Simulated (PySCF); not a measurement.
# Hartree-Fock beside MP2: BClH3NO

Calculated results; nothing here was measured. They come from PySCF 2.14.0, an open-source quantum chemistry program, on an isolated molecule that a program drew, which may never have been made. The molecule is BClH3NO (charge 0, singlet), drawn as the SMILES string `NB(O)Cl`.

The geometry was optimised and harmonic frequencies were computed with HF and MP2, all in the cc-pV(D+d)Z basis, for the commonest isotopes, with a restricted reference for singlets and an unrestricted one otherwise, and a frozen core in MP2. Each result is a local minimum of its method.

Geometry at the HF minimum:
```xyz
7
BClH3NO, angstrom
N     1.9055    0.0748   -1.1928
B     1.8927    0.6573    0.0695
O     2.1757    1.9691    0.2431
Cl    1.4896   -0.3607    1.5023
H     2.1240    0.6064   -2.0092
H     1.7016   -0.8873   -1.3511
H     2.1368    2.2555    1.1422
```

Lengths of the bonds as drawn, in Å (atoms numbered as above):
```
  bond     HF    MP2
 N1-B2  1.390  1.402
 B2-O3  1.353  1.374
B2-Cl4  1.803  1.794
 N1-H5  0.998  1.012
 N1-H6  0.996  1.010
 O3-H7  0.944  0.965
```

Rotational constants, in GHz:
```
constant     HF    MP2
       A  9.605  9.472
       B   4.64  4.618
       C  3.128  3.105
```

Harmonic frequencies in cm^-1, each column in rising order, so a row needn't be the same motion in every method:
```
rank,HF,MP2
1,343,315
2,379,326
3,397,376
4,466,437
5,577,557
6,629,594
7,650,643
8,987,915
9,1085,1039
10,1324,?
11,1517,1455
12,1738,1622
13,3831,3661
14,3949,3791
15,4187,3898
```

**Estimate the missing MP2 frequency from the HF column.**

A single factor s that minimises the squared misfit of MP2 against s times HF over the other rows is sum(HF x MP2) / sum(HF^2) = 0.9476, with an rms misfit of 29 cm^-1. For rank 10 it gives 0.9476 x 1324 = 1255 cm^-1. The calculation gives 1268 cm^-1, 13 cm^-1 above the estimate. The drawn bonds are on average 1.2 % longer in MP2 than in HF.
